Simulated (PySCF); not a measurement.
# How the method changes the constants of CaAl

State: ²Π (doublet), unpaired electrons π ↑. Set-up: basis Ca x2c-SVPall, Al x2c-SVPall; spin-free X2C with a Gaussian nucleus; PySCF 2.14. De refers to Ca + Al in their high-spin ground configurations, without counterpoise correction. The functionals are run spin-unrestricted. A positive dipole means Ca(−)Al(+). Levels whose curve was spin-contaminated or gave no clean fit are not listed.

| Level | Re (Å) | ωe (cm⁻¹) | De (eV) | μ (D) | CPU s a point (SCF and correlation, without the integrals) |
| --- | --- | --- | --- | --- | --- |
| ROHF-MP2 | 3.353 | 127 | 0.264 | n/a | 0.093 |
| ROHF-SCS-MP2 | 3.410 | 113 | 0.203 | n/a | n/a |
| ROHF-CCSD | 3.358 | 129 | 0.242 | n/a | n/a |
| ROHF-CCSD(T) | 3.292 | 147 | 0.318 | n/a | 1.3 |
| PBE | 3.141 | 189 | 0.78 | -2.56 | 0.65 |
| M06-L | 3.127 | 193 | 0.67 | -2.68 | 0.69 |
| M06 | 3.131 | 185 | 0.59 | -2.20 | 0.75 |

The bond length runs from 3.127 Å (M06-L) to 3.410 Å (ROHF-SCS-MP2). De spans 0.20 eV (ROHF-SCS-MP2, perturbation theory) to 0.78 eV (PBE, GGA).

Correlated steps freeze 10 core orbitals. The bond is weak. Basis-set superposition, not corrected here, can be much of De in a small basis, most of all at correlated wavefunction levels. Functionals without a dispersion term scatter widely for such bonds, and LDA overbinds them. The state is the lowest determinant that a PBE0 search found; another state may lie lower at other levels.

The whole job (state search and all levels along the bond) took about 1.8 min on 1 thread of Intel Xeon 6975P-C (shared host), peak memory 0.5 GiB.
